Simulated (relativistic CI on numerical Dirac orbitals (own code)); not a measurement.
# Radial parameters of Ni4+

Computed by Dirac-Coulomb-Breit CI, orbitals from a KLI potential per configuration, QED by a radiative potential, valence Slater integrals scaled by 0.85, P86 correlation energy added to each configuration (own radial code, finite nucleus).

Slater integrals F^k, G^k are unscaled and averaged over j, outside the closed core [Ne]; ζ comes from projecting the Hamiltonian with its Breit term on Σ l·s of the shell.

- 3s2 3p6 3d6: F^2(3d,3d) = 114470, F^4(3d,3d) = 71825, ζ(3d) = 794.63 cm⁻¹; <r>(3d) = 0.8348, <r^2>(3d) = 0.8603 (bohr units).
- 3s2 3p6 3d5 4s: F^2(3d,3d) = 119800, F^4(3d,3d) = 75389, ζ(3d) = 864.89, G^2(3d,4s) = 13507 cm⁻¹; <r>(3d) = 0.8034, <r^2>(3d) = 0.7931, <r>(4s) = 1.921, <r^2>(4s) = 4.153 (bohr units).
- 3s2 3p6 3d5 4p: F^2(3d,3d) = 120160, F^4(3d,3d) = 75640, ζ(3d) = 870.92, F^2(3d,4p) = 28824, G^1(3d,4p) = 10337, G^3(3d,4p) = 9601.6, ζ(4p) = 1539.8 cm⁻¹; <r>(3d) = 0.8015, <r^2>(3d) = 0.7884, <r>(4p) = 2.152, <r^2>(4p) = 5.231 (bohr units).

(1) Give the Racah parameters of the d shell in 3s2 3p6 3d6.

In this model ζ of a weakly bound d, f or g electron outside closed shells comes out too small, for d by up to a factor of two or three and at times with the wrong sign; that of an outer p electron is too small as well.

Averages of the first 10 configurations, taken without configuration mixing, which lowers the lowest level and can move excited configurations by several eV; other configurations of the list can lie among them:

| Configuration | Parity | States | Average energy above the lowest level (eV) |
| --- | --- | --- | --- |
| 3s2 3p6 3d6 | even | 210 | 4.9 |
| 3s2 3p6 3d5 4s | even | 504 | 29.8 |
| 3s2 3p6 3d5 4p | odd | 1512 | 39.4 |
| 3s2 3p5 3d7 | odd | 720 | 75.3 |
| 3s2 3p6 3d5 4d | even | 2520 | 53.0 |
| 3s2 3p6 3d5 5s | even | 504 | 56.8 |
| 3s2 3p6 3d5 5p | odd | 1512 | 60.5 |
| 3s2 3p6 3d5 4f | odd | 3528 | 62.9 |
| 3s2 3p6 3d5 5d | even | 2520 | 66.1 |
| 3s2 3p6 3d4 4s 4p | odd | 2520 | 70.6 |

## Answers

(1) B = F²/49 − 5F⁴/441 = 1522 cm⁻¹ and C = 35F⁴/441 = 5700 cm⁻¹; values fitted to spectra at such low charge are typically 15 to 30 % smaller.
